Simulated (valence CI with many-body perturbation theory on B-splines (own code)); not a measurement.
The numbers below are computed, except where a source is named.
## Level structure of Gd LX

Method: valence CI with perturbative core correlation (CI+MBPT): three valence electrons over a frozen Dirac-Fock core [He], a basis of 11 s, 11 p, 9 d, 7 f, 5 g, 2 h, 1 i functions for each j, with the one-electron correlation potential Σ1, the two-electron term Σ2, the three-electron term Σ3, Breit, model QED; selected CI, second order for the rest (own B-spline code, finite nucleus).

The last digits are not significant, and no measured levels were compared; by estimate large intervals hold to a few tenths of a per cent, small ones and those within an open d or f shell to about a per cent.

Levels 46 to 90 of 101, with energies above the lowest level, (2s^2 2p1/2) J=1/2. "Leading %" is the weight of the configuration and term that name the level; weights of strongly mixed levels are sums over their largest components and can fall short. In the jj column 3d3/2^4 stands for four electrons in 3d with j = 3/2.

| No. | Configuration | Term | J | E (× 10³ cm⁻¹) | Leading % | Second component | g | Leading jj |
| --- | --- | --- | --- | --- | --- | --- | --- | --- |
| 46 | 2s 2p 3p | 4P | 3/2 | 69249 | 46 | 26 % 2s 2p 3p 4S | 1.629 | 2s 2p3/2 3p1/2 (100 %) |
| 47 | 2s 2p 3p | 2D | 5/2 | 69267 | 43 | 37 % 2s 2p 3p 4D | 1.315 | 2s 2p3/2 3p1/2 (100 %) |
| 48 | 2s 2p 3s | 2P° | 1/2 | 69281 | 91 | 9 % 2s 2p 3s 4P° | 0.820 | 2s 2p3/2 3s (99 %) |
| 49 | 2s 2p 3s | 2P° | 3/2 | 69321 | 83 | 16 % 2s 2p 3s 4P° | 1.378 | 2s 2p3/2 3s (99 %) |
| 50 | 2s 2p 3p | 2P | 1/2 | 69859 | 50 | 22 % 2s 2p 3p 2S | 1.243 | 2s 2p3/2 3p1/2 (98 %) |
| 51 | 2s 2p 3p | 2D | 3/2 | 69870 | 62 | 21 % 2s 2p 3p 2P | 0.970 | 2s 2p3/2 3p1/2 (98 %) |
| 52 | 2p2 3s | 4P | 3/2 | 70467 | 82 | 13 % 2p2 3s 2P | 1.641 | 2p1/2 2p3/2 3s (96 %) |
| 53 | 2p2 3s | 2P | 1/2 | 70528 | 63 | 30 % 2p2 3s 4P | 1.299 | 2p1/2 2p3/2 3s (93 %) |
| 54 | 2p2 3s | 2D | 5/2 | 70592 | 61 | 33 % 2p2 3s 4P | 1.318 | 2p1/2 2p3/2 3s (94 %) |
| 55 | 2p2 3s | 2D | 3/2 | 70658 | 60 | 28 % 2p2 3s 2P | 1.005 | 2p1/2 2p3/2 3s (94 %) |
| 56 | 2p2 3p | 4P° | 1/2 | 70899 | 47 | 28 % 2p2 3p 4D° | 1.742 | 2p1/2 2p3/2 3p1/2 (97 %) |
| 57 | 2s 2p 3p | 4D | 7/2 | 70914 | 100 |  | 1.407 | 2s 2p3/2 3p3/2 (100 %) |
| 58 | 2p2 3p | 4D° | 3/2 | 70945 | 54 | 22 % 2p2 3p 2D° | 1.136 | 2p1/2 2p3/2 3p1/2 (97 %) |
| 59 | 2s 2p 3p | 2P | 3/2 | 71018 | 52 | 30 % 2s 2p 3p 4S | 1.463 | 2s 2p3/2 3p3/2 (92 %) |
| 60 | 2p2 3p | 2F° | 5/2 | 71047 | 47 | 29 % 2p2 3p 2D° | 1.058 | 2p1/2 2p3/2 3p1/2 (96 %) |
| 61 | 2s 2p 3p | 4P | 5/2 | 71144 | 52 | 42 % 2s 2p 3p 2D | 1.392 | 2s 2p3/2 3p3/2 (95 %) |
| 62 | 2s 2p 3p | 2S | 1/2 | 71184 | 47 | 36 % 2s 2p 3p 2P | 1.388 | 2s 2p3/2 3p3/2 (94 %) |
| 63 | 2p2 3p | 2P° | 3/2 | 71353 | 41 | 24 % 2p2 3p 2D° | 1.316 | 2p1/2 2p3/2 3p1/2 (97 %) |
| 64 | 2s 2p 3d | 4D° | 5/2 | 71423 | 44 | 21 % 2s 2p 3d 2D° | 1.222 | 2s 2p3/2 3d3/2 (96 %) |
| 65 | 2s 2p 3d | 4D° | 3/2 | 71466 | 40 | 40 % 2s 2p 3d 4P° | 1.328 | 2s 2p3/2 3d3/2 (95 %) |
| 66 | 2s 2p 3d | 4F° | 7/2 | 71468 | 47 | 32 % 2s 2p 3d 2F° | 1.224 | 2s 2p3/2 3d3/2 (93 %) |
| 67 | 2s 2p 3d | 4P° | 1/2 | 71491 | 82 | 14 % 2s 2p 3d 4D° | 2.195 | 2s 2p3/2 3d3/2 (97 %) |
| 68 | 2s 2p 3p | 2D | 5/2 | 71597 | 74 | 15 % 2s 2p 3p 4D | 1.252 | 2s 2p3/2 3p3/2 (98 %) |
| 69 | 2s 2p 3p | 2P | 3/2 | 71719 | 58 | 29 % 2s 2p 3p 2D | 1.220 | 2s 2p3/2 3p3/2 (98 %) |
| 70 | 2s 2p 3p | 2S | 1/2 | 71744 | 61 | 20 % 2s 2p 3p 2P | 1.724 | 2s 2p3/2 3p3/2 (99 %) |
| 71 | 2s 2p 3d | 4F° | 9/2 | 71781 | 100 |  | 1.315 | 2s 2p3/2 3d5/2 (100 %) |
| 72 | 2s 2p 3d | 2D° | 3/2 | 71927 | 54 | 27 % 2s 2p 3d 4P° | 1.029 | 2s 2p3/2 3d5/2 (53 %) |
| 73 | 2s 2p 3d | 2D° | 5/2 | 71953 | 46 | 31 % 2s 2p 3d 4P° | 1.300 | 2s 2p3/2 3d5/2 (98 %) |
| 74 | 2s 2p 3d | 2F° | 7/2 | 72021 | 53 | 44 % 2s 2p 3d 4D° | 1.252 | 2s 2p3/2 3d5/2 (93 %) |
| 75 | 2s 2p 3d | 2F° | 5/2 | 72075 | 69 | 14 % 2s 2p 3d 4F° | 0.939 | 2s 2p3/2 3d3/2 (97 %) |
| 76 | 2s 2p 3d | 2P° | 1/2 | 72104 | 61 | 30 % 2s 2p 3d 4D° | 0.638 | 2s 2p3/2 3d3/2 (69 %) |
| 77 | 2s 2p 3d | 2D° | 3/2 | 72170 | 52 | 43 % 2s 2p 3d 2P° | 1.033 | 2s 2p3/2 3d3/2 (54 %) |
| 78 | 2s 2p 3d | 2P° | 1/2 | 72213 | 98 |  | 0.706 | 2s 2p3/2 3d5/2 (68 %) |
| 79 | 2s 2p 3d | 2F° | 7/2 | 72478 | 73 | 12 % 2s 2p 3d 4D° | 1.176 | 2s 2p3/2 3d5/2 (96 %) |
| 80 | 2s 2p 3d | 2D° | 5/2 | 72599 | 60 | 23 % 2s 2p 3d 2F° | 1.149 | 2s 2p3/2 3d5/2 (94 %) |
| 81 | 2s 2p 3d | 2P° | 3/2 | 72622 | 73 | 8 % 2s 2p 3d 4D° | 1.273 | 2s 2p3/2 3d5/2 (98 %) |
| 82 | 2p2 3p | 4D° | 5/2 | 72743 | 50 | 34 % 2p2 3p 4P° | 1.403 | 2p1/2 2p3/2 3p3/2 (97 %) |
| 83 | 2p2 3p | 2P° | 1/2 | 72781 | 36 | 31 % 2p2 3p 4P° | 1.579 | 2p1/2 2p3/2 3p3/2 (98 %) |
| 84 | 2p2 3p | 2D° | 3/2 | 72831 | 52 | 21 % 2p2 3p 4P° | 1.141 | 2p1/2 2p3/2 3p3/2 (98 %) |
| 85 | 2p2 3p | 2F° | 7/2 | 72888 | 61 | 35 % 2p2 3p 4D° | 1.221 | 2p1/2 2p3/2 3p3/2 (96 %) |
| 86 | 2p2 3p | 2P° | 3/2 | 72992 | 33 | 31 % 2p2 3p 4S° | 1.404 | 2p1/2 2p3/2 3p3/2 (100 %) |
| 87 | 2p2 3p | 2D° | 5/2 | 73077 | 63 | 16 % 2p2 3p 2F° | 1.175 | 2p1/2 2p3/2 3p3/2 (98 %) |
| 88 | 2p2 3d | 4F | 3/2 | 73143 | 43 | 27 % 2p2 3d 2P | 0.923 | 2p1/2 2p3/2 3d3/2 (100 %) |
| 89 | 2p2 3d | 4F | 5/2 | 73154 | 53 | 39 % 2p2 3d 2F | 0.959 | 2p1/2 2p3/2 3d3/2 (99 %) |
| 90 | 2p2 3d | 4D | 1/2 | 73184 | 79 | 14 % 2p2 3d 2P | 0.238 | 2p1/2 2p3/2 3d3/2 (100 %) |
